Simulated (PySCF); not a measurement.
# Static response to an electric field

Compound: C6H5NO.
Cartesian coordinates in Å at the GFN2-xTB level; atoms count from 1:
```
atom  x, y, z in Å
C1     2.8433    1.2009   -1.3858
C2     2.0181    0.3439   -1.2267
C3     1.0392   -0.6617   -1.0664
C4     0.3549   -0.8226    0.0343
C5    -0.3672   -0.9540    1.1047
C6    -1.6755   -0.2692    1.3195
N7    -1.9972    0.6423    0.3709
O8    -2.3918   -0.5178    2.2632
H9     3.5709    1.9439   -1.5210
H10    0.8900   -1.3248   -1.9114
H11   -0.0663   -1.6012    1.9166
H12   -1.3672    0.8628   -0.3796
H13   -2.8555    1.1579    0.4640
```

Level: PBE0/def2-SVPD (PySCF), static field, nuclei fixed, core orbitals frozen in the response. The polarisability tensor in these axes (au):

```
x   105.03  14.79 -36.55
y    14.79  70.50 -14.54
z   -36.55 -14.54  90.02
```

Diagonalise the tensor; give its mean and Δα, where Δα² is half the sum of the squared differences of the eigenvalues.

Principal values 59.52, 65.13 and 140.90 au; mean 88.52 au = 13.12 Å³ = 14.59 × 10⁻⁴⁰ C²·m²/J; Δα = 78.72 au (89 % of the mean).

What is the dipole moment, and where does it point?

(1.66, 1.26, -3.22) D, 3.84 D in size, pointing from the negative to the positive side. Measured along this direction, the outermost atoms are O8 at the negative end and H9 at the positive end.

What would n − 1 = 2πNα be for an ideal gas of these molecules at 298.15 K and 1 atm, electronic part alone?

N = p/kT = 2.4615 × 10¹⁹ cm⁻³, so n − 1 = 2π × N × 13.12 × 10⁻²⁴ cm³ = 2029 × 10⁻⁶ at long wavelengths.

How large is μ²/3kT at 400 K beside α?

In Gaussian units μ²/3kT = 88.82 Å³ against 13.12 Å³, a ratio of 6.77; the Debye molar polarisation (4π/3)N_A(α + μ²/3kT) is 257.1 cm³/mol, leaving out the vibrational part.

Traceless (Buckingham) quadrupole moment about the centre of nuclear charge: eigenvalues?

-14.09, 4.40, 9.69 D·Å. The values depend on the origin, since the dipole doesn't vanish. The electronic extent ⟨r²⟩ about the same centre is 1266 bohr², a root-mean-square distance of 2.52 Å for the 56 electrons.

The structure is a single GFN2-xTB conformer in the gas phase; no vibrational or solvent corrections.

The run behind these numbers computed excited states as well. Time: 33 s wall (with the writing of density and orbital grids); peak memory 0.84 GiB. Hardware: an Arm Neoverse V1 with one thread, shared host with 32 logical CPUs at a one-minute load of 10.
